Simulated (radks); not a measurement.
Ta II, configuration [Xe] 4f14 5d3 6s1. Calculated with a radial shooting solver on a logarithmic mesh with Libxc functionals: Dirac Kohn-Sham, PBE, spin-unpolarised, spherical densities, finite nucleus; open shells are shared between the two j in proportion to 2j + 1; Fermi nuclear charge, rms radius 5.3507 fm.

Normalised radial functions P(r) = r R(r) (large component), r in bohr:

r,6s1/2
0.0007987,0.0170
0.001082,0.0215
0.001467,0.0269
0.001988,0.0333
0.002694,0.0404
0.003652,0.0480
0.004949,0.0550
0.006707,0.0599
0.00909,0.0600
0.01232,0.0518
0.0167,0.0317
0.02263,-0.0022
0.03067,-0.0457
0.04156,-0.0844
0.05633,-0.0924
0.07634,-0.0446
0.1035,0.0526
0.1402,0.1317
0.19,0.0944
0.2575,-0.0695
0.349,-0.1955
0.473,-0.0935
0.6411,0.1757
0.8689,0.3188
1.178,0.1384
1.596,-0.2585
2.163,-0.5852
2.931,-0.6443
3.973,-0.4542
5.384,-0.2060
7.297,-0.0546
9.889,-0.0072

6s1/2: eigenvalue -11.616 eV, 5 radial nodes at r = 0.0223, 0.0887, 0.230, 0.529, 1.32 bohr, <r> = 3.07 bohr, 90 % of the charge inside 4.49 bohr.
